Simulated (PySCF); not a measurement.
Calculated properties of `C#CC1CCC(=N)CC1`

Species: C₈H₁₁N.
Cartesian coordinates in Å at the PBE0-D3(BJ)/def2-SVP level; atoms count from 1:
```xyz
20
C8H11N angstrom
C      2.933    0.734    1.050
C      2.121    0.528    0.174
C      1.117    0.290   -0.863
C      0.390    1.587   -1.255
C     -0.485    2.112   -0.117
C     -1.440    1.059    0.380
N     -2.681    1.321    0.467
C     -0.785   -0.257    0.726
C      0.092   -0.767   -0.418
H      3.665    0.912    1.816
H      1.647   -0.095   -1.751
H     -0.239    1.372   -2.135
H      1.120    2.352   -1.560
H     -1.066    2.992   -0.426
H      0.166    2.414    0.722
H     -3.186    0.502    0.822
H     -0.149   -0.103    1.616
H     -1.551   -1.002    0.994
H      0.608   -1.692   -0.121
H     -0.541   -1.013   -1.287
```

Structural features include: imine and alkyne.

PBE0-D3(BJ)/def2-SVP geometry optimisation, gas phase (PySCF):

```yaml
Rotational_constants_A_B_C: 2.903, 1.212, 1.127 GHz
```

**wB97X-D/def2-SVPD ground state and vertical TDDFT (core frozen in the response) (PySCF)**

```yaml
Dipole_moment: 2.36 D
HOMO_energy: -9.25 eV
LUMO_energy: 1.71 eV
HOMO–LUMO_gap: 10.96 eV
Lowest_singlet_excitation: 5.48 eV (226 nm, f = 0.002)
Static_isotropic_polarisability: 96.1 au
Electronic_spatial_extent_⟨r²⟩_about_the_centre_of_nuclear_charge: 1189 bohr²
```

Monoisotopic mass (most abundant isotopes): 121.0891 u.

The largest Löwdin shares of the HOMO are 0.53 on N7, 0.13 on C6, 0.09 on C8 and 0.08 on H16. The dipole equals about 7.9 × 10⁻³⁰ C·m (1 D = 3.33564 × 10⁻³⁰ C·m). S1 lies 5.48 eV below the HOMO–LUMO gap; its leading configuration is HOMO→LUMO, weight 0.78. No computed singlet falls in the visible range (750 to 380 nm, 1.65 to 3.26 eV); S1 lies 2.22 eV above its blue end.

For the TDDFT job (wB97X-D/def2-SVPD), time: 86 s of wall time (grids of density and orbitals included); peak memory 1.2 GiB. Hardware: one thread of an Arm Neoverse V2, shared host with 32 logical CPUs at a one-minute load of 21.

One conformer stands for the species.
